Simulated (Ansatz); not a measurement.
## A barrier at the coupled-cluster level

Start structure (Si₂H₆Cl₃OF, closed shell), relaxed at PBE0-D4/def2-TZVP:

Si1  (-1.123, 0.721, -0.533)
Si2  (-1.563, -1.517, 0.004)
Cl3  (0.354, 0.927, -1.963)
Cl4  (-0.555, 1.862, 1.078)
Cl5  (-2.788, 1.616, -1.319)
H6  (1.834, -0.372, 0.678)
F7  (1.188, -1.070, 0.790)
H8  (2.587, 1.569, 1.042)
O9  (2.751, 0.885, 0.386)
H10  (-2.978, -1.741, -0.399)
H11  (-1.425, -1.712, 1.464)
H12  (-0.676, -2.400, -0.786)
H13  (2.394, 1.232, -0.441)
(Å)

The step: Si₂H₃Cl₃ ([SiH3][Si]([Cl])([Cl])[Cl]) + H₂O + HF → SiCl₃F ([F][Si]([Cl])([Cl])[Cl]) + SiH₄ + H₂O; bonds formed: Si1–F7, Si2–H8, H6–O9; bonds broken: Si1–Si2, H6–F7, H8–O9. Ansatz 0.2.0; basis: def2-TZVPP and def2-QZVPP; cores frozen in the correlated methods. Extrapolation: Hartree–Fock as exp(−7.88 √X), correlation as X^−2.97. Energies below are by CCSD(T) at an estimated basis limit (MP2 extrapolated from triple and quadruple zeta, plus CCSD(T) − MP2 in triple zeta).

Q: What are the electronic barrier and the energy of the step, from the start structure to the end structure? (An estimate is asked for; the value comes from the calculation.)

A: The calculation gives: Barrier 43.24 kcal/mol; step energy -22.25 kcal/mol (downhill); reverse barrier, their difference, 65.49 kcal/mol. Barrier and step energy count from the start structure, the reverse barrier from the end structure.

The saddle point: One imaginary mode of 698i cm⁻¹.
```tsv
pair	start (Å)	saddle (Å)	end (Å)
Si1–F7	3.21	1.67	1.58
Si2–H8	5.27	1.92	1.49
H6–O9	1.58	0.97	0.96
Si1–Si2	2.34	2.52	4.58
H6–F7	0.96	2.35	2.72
H8–O9	0.96	1.19	3.25
```

Zero-point energy (harmonic, PBE0-D4): ZPE is 42.55 kcal/mol at the start and 40.69 kcal/mol at the saddle, so the barrier goes from 43.24 to 41.38 kcal/mol.

No T1 diagnostic of these runs exceeds 0.012.

Labels in which every atom is bracketed show which atoms are joined, not bond orders.

For scale, one of the runs: CCSD(T)/def2-TZVPP, 356 basis functions, launched by `ansatz run in.yaml --threads 4 --pin off --events-out ev --progress --plain --max-ram 46080MiB --backend cuda --devices 0, --max-vram 37GiB`. The run took 12 s on 4 CPU threads of an AMD EPYC 7R13 and a share of one NVIDIA H100 (shared host), with 0.86 GiB of host memory at its peak.
